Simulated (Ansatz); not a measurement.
Geometry optimisation, RKS BLYP-D4/cc-pVDZ (Ansatz 0.2.0).

input.yaml

```yaml
crystal:
  periodic: [false, false, false]
  atoms:
    - { symbol: B, position_ang: [-0.274918, 0.284592, -0.907087] }
    - { symbol: F, position_ang: [0.680053, -0.525227, -1.502861] }
    - { symbol: O, position_ang: [0.037972, 1.572253, -0.536453] }
    - { symbol: O, position_ang: [-1.539616, -0.223807, -0.790572] }
    - { symbol: H, position_ang: [1.071809, -1.229868, 0.52651] }
    - { symbol: "N", position_ang: [0.705208, -0.986643, 1.453356] }
    - { symbol: H, position_ang: [0.97017, 1.782335, -0.740319] }
    - { symbol: H, position_ang: [-2.145043, 0.439131, -0.405087] }
    - { symbol: H, position_ang: [0.804362, 0.036614, 1.523115] }
    - { symbol: H, position_ang: [-0.309796, -1.149582, 1.379597] }
basis:
  gaussian: { orbitals: cc-pVDZ }
hamiltonian:
  xc: blyp
  dispersion: d4
relax:
  f_tol: 0.03
  max_steps: 50
```

Run as:

```bash
$ ansatz run input.yaml --threads 2 --pin off --max-ram 3072MiB --backend cpu --events-out ev --progress --plain --runs-dir out
```

Question: Where does it end, and by what steps?

Answer: The run converged. After 5 steps the energy has fallen by 0.036 eV; H5 moved furthest, 0.23 Å.

```
step  energy less start (eV)  largest force component (eV/Å)  accepted
   0                  0.0000                           0.496       yes
   1                 -0.0204                           0.346       yes
   2                 -0.0319                           0.259       yes
   3                 -0.0349                           0.119       yes
   4                 -0.0363                           0.062       yes
   5                 -0.0364                           0.026       yes
```

```xyz
10
Properties=species:S:1:pos:R:3
B -0.291 0.315 -0.986
F 0.622 -0.455 -1.639
O 0.036 1.581 -0.553
O -1.547 -0.205 -0.815
H 1.176 -1.331 0.706
N 0.688 -1.007 1.555
H 0.960 1.805 -0.779
H -2.130 0.437 -0.363
H 0.797 0.019 1.538
H -0.310 -1.158 1.337
```

Run time: 5.6 s on 2 threads of Intel(R) Xeon(R) 6975P-C (Granite Rapids), with other jobs on the host, peak memory 0.17 GiB.
